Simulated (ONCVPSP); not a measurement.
# boron: ONCV pseudisation with BLYP, scalar-relativistic reference atom.

```json
{
 "Element": "boron",
 "Generator": "ONCVPSP 4.0.1",
 "Type": "optimised norm-conserving Vanderbilt (ONCV)",
 "Functional": "BLYP",
 "Relativity": "scalar-relativistic",
 "Frozen core": "[He]",
 "Valence charge": "3",
 "Reference configuration": "2s1 (charge +2)",
 "Partial waves": "2s: rc 1.20 bohr, ncon 3, nbas 7, qcut 5.7 1/bohr, 2 projectors, debl 3.5 Ha; p scattering state at 0.03 Ha: rc 0.95 bohr, ncon 4, nbas 9, qcut 8.5 1/bohr, 3 projectors, debl 1.7 Ha; d scattering state at 0.15 Ha: rc 0.95 bohr, ncon 4, nbas 7, qcut 8.9 1/bohr, 1 projector",
 "Local potential": "polynomial inside 0.60 bohr (lpopt 4, dvloc0 0 Ha)",
 "Core correction": "polynomial model core, fcfact 0.15"
}
```

In the p channel the program set the typed energies aside and used 0.050, 1.750, 3.450 Ha.

Results:

```
Cutoffs needed             : 13 Ha and 21 Ha (the cutoffs (Ha) at which the residual kinetic energy of the hardest occupied pseudo-wave falls to 1 and 0.1 mHa per electron)
Ghost test                 : ghosts flagged at negative energy: p at -1056.9 eV; no localised positive-energy state flagged; a true bound ghost makes a file unfit for plane-wave use
Largest excitation error   : +71 meV (all-electron minus pseudo) for 2s1 2p2, out of 4 test configurations
rms error of d²Exc/dni dnj : 16.14 mHa without and 5.85 mHa with the model core
```

Generation and tests took about 4.9 s on one core of a shared server CPU.
